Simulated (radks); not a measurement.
Values are calculated unless marked as measured or tabulated.
The sulfur ion S2+, configuration [Ne] 3s2 3p2. Level of theory: scalar-relativistic Kohn-Sham, PBEsol, spin-unpolarised, spherical densities, point nucleus (a radial shooting solver on a logarithmic mesh with Libxc functionals).

Unscreened Slater integrals over Kohn-Sham orbitals (eV). Empty in this configuration: 3d.

F0(3p,3p): 13.913
F2(3p,3p): 7.0861
F0(3p,3s): 14.652
G1(3p,3s): 9.7673
F0(3p,2p): 18.876
F2(3p,2p): 3.2772
G0(3p,2p): 1.3312
G2(3p,2p): 1.3255
F0(3p,2s): 18.655
G1(3p,2s): 1.0249
F0(3p,3d): 11.798
F2(3p,3d): 5.6324
G1(3p,3d): 7.0582
G3(3p,3d): 4.2319
F0(3s,3s): 15.530
F0(3s,2p): 20.593
G1(3s,2p): 1.5695
F0(3s,2s): 20.410
G0(3s,2s): 1.2536
F0(3s,3d): 12.265
G2(3s,3d): 5.1657
F0(2p,2p): 56.510
F2(2p,2p): 26.136
F0(2p,2s): 53.482
G1(2p,2s): 31.688
F0(2p,3d): 14.194
F2(2p,3d): 1.7367
G1(2p,3d): 0.95111
G3(2p,3d): 0.53243
F0(2s,2s): 51.486
F0(2s,3d): 14.186
G2(2s,3d): 0.76533
F0(3d,3d): 10.396
F2(3d,3d): 5.0320
F4(3d,3d): 3.1806

Derived for the open shells (J is the average intra-shell exchange parameter used in DFT+U). 3p: J = F2/5 = 1.417 eV; in LS coupling 1D lies 6 F2/25 = 1.701 eV above 3P.
